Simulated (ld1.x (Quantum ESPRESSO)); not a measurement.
**O (Z = 8), ultrasoft: configuration errors across variants**

O, ultrasoft, made with ld1.x (Quantum ESPRESSO) 7.5 (PBE, scalar-relativistic). Core [He], reference 2s2 2p4. Waves: 2s (bound): rcut 0.70, rcutus 0.85 bohr; 2s channel at -1.3 Ry: rcut 0.70, rcutus 0.85 bohr; 2p (bound): rcut 1.15, rcutus 1.20 bohr; 2p channel at 1.5 Ry: rcut 1.15, rcutus 1.20 bohr; 3d channel at 0.4 Ry: rcut 1.00, rcutus 1.40 bohr; 3d channel at 1.05 Ry: rcut 1.00, rcutus 1.40 bohr. Local part: all-electron potential smoothed inside 1.00 bohr (lloc = -1). Core correction: none. Augmentation charge: built from norm-conserving waves at rcut, not smoothed further.

All-electron excitation energies from the reference (eV): (1) 2s2 2p3 16.431; (2) 2s2 2p2 50.017; (3) 2s2 2p1 103.886; (4) 2s2 2p0 180.791; (5) 2s1 2p4 31.659; (6) 2s1 2p5 14.950; (7) 2s2 2p3.5 6.286.

The overlap operator is not positive definite (basis up to 400 Ry) in “base”, “waves 2p (bound): rcut 0.76, rcutus 0.80 bohr; 2p channel at 1.5 Ry: rcut 0.76, rcutus 0.80 bohr”, “waves 2p (bound): rcut 0.84, rcutus 0.90 bohr; 2p channel at 1.5 Ry: rcut 0.84, rcutus 0.90 bohr”, “waves 2p (bound): rcut 0.94, rcutus 1.00 bohr; 2p channel at 1.5 Ry: rcut 0.94, rcutus 1.00 bohr”, “waves 2p (bound): rcut 1.08, rcutus 1.14 bohr; 2p channel at 1.5 Ry: rcut 1.08, rcutus 1.14 bohr”, “waves 2p (bound): rcut 1.15, rcutus 1.22 bohr; 2p channel at 1.5 Ry: rcut 1.15, rcutus 1.22 bohr”, “waves 2p (bound): rcut 1.15, rcutus 1.36 bohr; 2p channel at 1.5 Ry: rcut 1.15, rcutus 1.36 bohr”, “waves 2p (bound): rcut 1.15, rcutus 1.44 bohr; 2p channel at 1.5 Ry: rcut 1.15, rcutus 1.44 bohr”, “waves 2p (bound): rcut 1.15, rcutus 1.58 bohr; 2p channel at 1.5 Ry: rcut 1.15, rcutus 1.58 bohr”, “waves 2p (bound): rcut 1.15, rcutus 1.78 bohr; 2p channel at 1.5 Ry: rcut 1.15, rcutus 1.78 bohr”. Such files are unfit for use, however small their errors in these radial tests.

Errors AE − PS in meV (a dash: test not solved or not reliable):

| change | (1) | (2) | (3) | (4) | (5) | (6) | (7) | bound ghosts |
| --- | --- | --- | --- | --- | --- | --- | --- | --- |
| base | +7.4 | +74 | +319 | +1010 | -3.3 | +9.3 | +0.8 | not determined (overlap not positive) |
| waves 2p (bound): rcut 0.76, rcutus 0.80 bohr; 2p channel at 1.5 Ry: rcut 0.76, rcutus 0.80 bohr | +0.7 | +17 | +105 | +488 | +1.7 | +6.2 | -0.2 | not determined (overlap not positive) |
| waves 2p (bound): rcut 0.84, rcutus 0.90 bohr; 2p channel at 1.5 Ry: rcut 0.84, rcutus 0.90 bohr | +1.2 | +21 | +123 | +539 | +2.0 | +7.3 | -0.1 | not determined (overlap not positive) |
| waves 2p (bound): rcut 0.94, rcutus 1.00 bohr; 2p channel at 1.5 Ry: rcut 0.94, rcutus 1.00 bohr | +2.3 | +30 | +161 | +647 | +1.5 | +8.4 | 0.0 | not determined (overlap not positive) |
| waves 2p (bound): rcut 1.08, rcutus 1.14 bohr; 2p channel at 1.5 Ry: rcut 1.08, rcutus 1.14 bohr | +4.4 | +47 | +227 | +834 | -0.9 | +9.1 | +0.4 | not determined (overlap not positive) |
| waves 2p (bound): rcut 1.15, rcutus 1.22 bohr; 2p channel at 1.5 Ry: rcut 1.15, rcutus 1.22 bohr | +7.4 | +74 | +319 | +1010 | -3.4 | +9.3 | +0.8 | not determined (overlap not positive) |
| waves 2p (bound): rcut 1.15, rcutus 1.36 bohr; 2p channel at 1.5 Ry: rcut 1.15, rcutus 1.36 bohr | +7.3 | +73 | +315 | +1010 | -3.4 | +9.2 | +0.8 | not determined (overlap not positive) |
| waves 2p (bound): rcut 1.15, rcutus 1.44 bohr; 2p channel at 1.5 Ry: rcut 1.15, rcutus 1.44 bohr | +7.1 | +70 | +309 | +1010 | -3.7 | +9.2 | +0.8 | not determined (overlap not positive) |
| waves 2p (bound): rcut 1.15, rcutus 1.58 bohr; 2p channel at 1.5 Ry: rcut 1.15, rcutus 1.58 bohr | +6.7 | +65 | +296 | +1010 | -4.3 | +9.2 | +0.8 | not determined (overlap not positive) |
| waves 2p (bound): rcut 1.15, rcutus 1.78 bohr; 2p channel at 1.5 Ry: rcut 1.15, rcutus 1.78 bohr | +15 | +70 | +270 | +1010 | +6.7 | +9.2 | +3.6 | not determined (overlap not positive) |

(1) Give the same row for: waves 2p (bound): rcut 1.15, rcutus 1.68 bohr; 2p channel at 1.5 Ry: rcut 1.15, rcutus 1.68 bohr.

Results:

(1) +8.2, +60, +276, +1010, -2.4, +9.2, +1.5; bound ghosts: not determined (overlap not positive). Its overlap operator is not positive definite in a basis up to 400 Ry (lowest eigenvalue d -0.21), so the file is unfit for use: the generalised eigenproblem breaks down once the basis is large enough, and its test numbers describe a broken file.
